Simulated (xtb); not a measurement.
A geometry relaxed with GFN2-xTB run with xtb 6.7.1, charge 0, multiplicity 1:

```xyz
22

H     -2.0592    -1.6396     1.3066
H      0.2032     1.0238    -1.5257
H     -0.4693    -2.4816    -0.6523
H      2.3375     0.0134    -0.7089
C      0.0302    -1.5118    -0.7001
H      0.4420     0.9309     1.4992
C      1.1621    -1.4629     0.3212
C      1.8651    -0.1105     0.2697
H     -2.2730     2.1502    -1.0587
H      0.7446    -1.6153     1.3198
H      1.3897     1.9831     0.4407
C     -0.2698     0.9814    -0.5282
B     -1.8285    -0.5702     0.8914
H     -1.7386    -0.4267    -1.2137
H     -0.8894     3.2444    -0.0746
H      1.8803    -2.2636     0.1274
H      0.4490    -1.4001    -1.7051
H      2.6539    -0.0720     1.0251
H     -2.2914     0.3671     1.4175
B     -1.2317     2.2234    -0.5307
C     -0.9766    -0.3877    -0.4185
C      0.8700     1.0242     0.4978
```

### Question
Write the SMILES of this molecule.

### Answer
`B[C@@H]1CCCC[C@@H]1B`
